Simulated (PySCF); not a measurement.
```xyz
4
charge 0 multiplicity 2, angstrom
Re    0.0000    0.0000   -0.0793
O     1.6524    0.0000    0.3056
O    -0.8262    1.4311    0.3056
O    -0.8262   -1.4311    0.3056
```

These are results of UPBE0 in PySCF with Re def2-TZVP with ECP60, O def2-TZVP; scalar-relativistic core potentials, no spin–orbit coupling; density-fitted integrals, not measurements.

This geometry of ReO₃ is a stationary point at this level.

Q: What is the point group?

A: C3v.

Q: Is it a minimum?

A: Yes: all harmonic wavenumbers are real.

Q: Which band is strongest in the infrared?

A: 1019 cm⁻¹ (e), 355 km/mol.

Q: What are the dipole moment and the gap between the highest occupied and lowest empty levels of either spin?

A: 2.03 D and 3.87 eV.

Other isomers or separated fragments may lie lower. Other spin states or occupations of the open shell can lie lower. Spin–orbit coupling, left out here, can matter for elements this heavy.
